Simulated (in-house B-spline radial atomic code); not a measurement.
Ge²⁺. Computed with a B-spline radial atomic code. Model: all-electron spherical atom, spin shells full or empty, radial basis limit, no spin-orbit coupling, Breit or QED, empty-state partial waves extrapolated as (l+1/2)^-4, RPA, G0W0 and static COHSEX of the highest shell as one setting changes (uncorrelated shells keep exact exchange).

Given: element Ge; charge 2; filled core Ar; hamiltonian one-electron scalar X2C; mean-field start LDA VWN5; highest l of empty states 9; nuclear rms radius 4.0742 fm; highest mean-field shell 4s.

Shell: 3d 5 5, 4s 1 1 (electrons up and down).

```csv
lowest nl shells left uncorrelated,RPA correlation energy (hartree),G0W0 level (eV),G0W0 minus most complete (meV),COHSEX level (eV),removal by RPA minus most complete (meV)
0,-2.3126,-34.551,0,-36.725,0
1,-2.1614,-34.551,0.4,-36.724,-0.2
2,?,?,?,?,?
3,-1.4929,-34.543,8.2,-36.71,2.9
4,-1.3104,-34.645,-93.6,-36.908,90.7
5,?,?,?,?,?
6,-0.079494,-33.891,660,-35.788,-910.7
```

Task: What follows for lowest nl shells left uncorrelated = 5?

Result: RPA correlation energy -0.78043 hartree; G0W0 level -34.606 eV; G0W0 minus most complete -55.5 meV; COHSEX level -36.871 eV; removal by RPA minus most complete 13.1 meV.

Task: What follows for lowest nl shells left uncorrelated = 2?

Result: RPA correlation energy -1.9842 hartree; G0W0 level -34.557 eV; G0W0 minus most complete -5.9 meV; COHSEX level -36.739 eV; removal by RPA minus most complete 8.1 meV.
